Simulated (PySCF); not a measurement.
## LaS: from constants to spectrum

UHF-CCSD(T) constants of LaS, doublet, about 0.1 electrons in the 4f shell (Mulliken) (basis La x2c-SVPall, S x2c-SVPall; spin-free X2C with a Gaussian nucleus; PySCF 2.14; masses 138.9063 and 31.9721 u):

* ωe: 453.0 cm⁻¹
* ωexe: 1.0 cm⁻¹
* Be: 0.11339 cm⁻¹
* αe: 0.000354 cm⁻¹
* D (centrifugal): 2.84e-08 cm⁻¹
* De to La (5d1 6s2) + S: 5.35 eV

**Question.** Give the vibrational terms G(v) and spacings up to v = 6.

**Answer.** G(v) = ωe(v+½) − ωexe(v+½)².

| v | G(v) (cm⁻¹) | G(v) − G(v−1) | Bv (cm⁻¹) |
| --- | --- | --- | --- |
| 0 | 226.2 |  | 0.1132 |
| 1 | 677.2 | 451.0 | 0.1129 |
| 2 | 1126.2 | 449.0 | 0.1125 |
| 3 | 1573.2 | 447.0 | 0.1122 |
| 4 | 2018.2 | 445.0 | 0.1118 |
| 5 | 2461.2 | 443.0 | 0.1114 |
| 6 | 2902.2 | 441.0 | 0.1111 |

**Question.** How well does the Morse estimate ωe²/(4ωexe) reproduce De, and what is D0?

**Answer.** It gives 6.36 eV, 119 % of the computed De. D0 = De − G(0) = 5.35 − 0.03 = 5.32 eV.

Correlated steps freeze 23 core orbitals. Correlated levels converge slowly with the basis: in double zeta they bind strong bonds too weakly, by up to about 1 eV, and carry superposition errors of some tenths. These are scalar-relativistic numbers at best; spin–orbit coupling would shift them, the dissociation energy most. The state is the lowest single determinant that the PBE0 search found; with open d or f shells the true ground state can be another one.
